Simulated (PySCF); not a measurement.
CH5F2NOSi, SMILES CN[Si](O)(F)F.

Geometry: r2SCAN-D4/def2-SVP. The structure was generated by enumeration, and PubChem lists no compound with its InChIKey, so it may never have been made. Other conformers were not sampled.

Two levels are set side by side: PBE/def2-TZVP (PySCF) and PBE0/def2-TZVP (PySCF). Same geometry, gas phase. Differences are taken from unrounded values.

```tsv
quantity	PBE0
orbital gap (eV)	8.00
highest occupied level (eV)	-7.58
lowest empty level (eV)	0.41
dipole moment (D)	3.58
mean polarisability (bohr³)	44.2
```

Question: What does PBE give, and how far is it from PBE0? (The exact figures need the calculation; the answer reports its results.)

Answer: 
```csv
quantity,PBE,PBE minus PBE0
orbital gap (eV),5.63,-2.37
highest occupied level (eV),-6.11,1.47
lowest empty level (eV),-0.48,-0.89
dipole moment (D),3.45,-0.13
mean polarisability (bohr³),46.5,2.3
```

PBE's occupied levels lie high since its potential decays too fast outside the molecule; exact exchange lowers them and widens the gap. PBE's more diffuse valence density responds more strongly to a field. Differences between two approximate levels are no errors against the true value.

Rough cost on one machine, each run with all the roots and properties that it gave: PBE0 against PBE within a factor of 2.
